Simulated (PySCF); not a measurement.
CH₈ClNSi₂. Atoms are numbered in the order given.

```xyz
13

C     -1.2086    -1.3661     1.1101
Si    -0.3031     0.0500     0.2852
N     -0.8359     1.5349     0.9874
Si     2.0331    -0.0418     0.4165
Cl    -0.7266    -0.0947    -1.7876
H     -0.9978    -1.3836     2.1910
H     -0.9043    -2.3287     0.6718
H     -2.2966    -1.2608     0.9660
H     -0.3848     2.4041     0.7149
H     -1.8314     1.6869     1.1332
H      2.6157     1.1819    -0.2118
H      2.4942    -0.1102     1.8365
H      2.5410    -1.2424    -0.3095
```
Charge 0, spin multiplicity 1.

The structure is a stationary point at B3LYP-D3(BJ)/def2-SVP. The structure was generated by enumeration; whether it is a known compound was not checked. One conformer was computed; it need not be the lowest.

These are B3LYP/pcSseg-1 (PySCF) values and carry that method's errors.

GIAO shieldings, no solvent; atoms listed in one row are averaged. δ = σ(ref) − σ: ¹³C against TMS (σ = 181.3 ppm); ²⁹Si against TMS (σ = 338.7 ppm); ¹⁵N against NH3 (σ = 265.5 ppm); ³⁵Cl against HCl (σ = 933.3 ppm); ¹H against TMS (σ = 31.68 ppm), references at their B3LYP-D3(BJ)/def2-TZVP geometries, non-relativistic (without spin–orbit terms, shifts of atoms bonded to Cl or Br come out too high).

**Question.** Estimate the chemical shifts. (The exact figures need the calculation; the answer reports its results.)

**Answer.** 
```csv
nucleus,atoms,count,δ (ppm)
¹³C,C1,1,6.9
²⁹Si,Si2,1,19.4
²⁹Si,Si4,1,-104.4
¹⁵N,N3,1,48.6
³⁵Cl,Cl5,1,102.7
¹H,"H11, H12, H13",3,3.64
¹H,H10,1,1.45
¹H,H9,1,1.36
¹H,"H6, H7, H8",3,0.84
```
